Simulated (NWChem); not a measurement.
System: C3HF3; SMILES C#CC(F)(F)F

Program: NWChem. Pople sets run with spherical d functions. All runs use the structure optimised with PBE0/def2-SVP.

For level B3LYP/6-31G*:

```
Item                         Value
---------------------------  -----
highest occupied level (eV)  -8.51
orbital gap (eV)              8.63
```

Q: How do the values read with level CAM-B3LYP/6-31G* instead?

A: 
- highest occupied level (eV): -10.20
- orbital gap (eV): 11.80
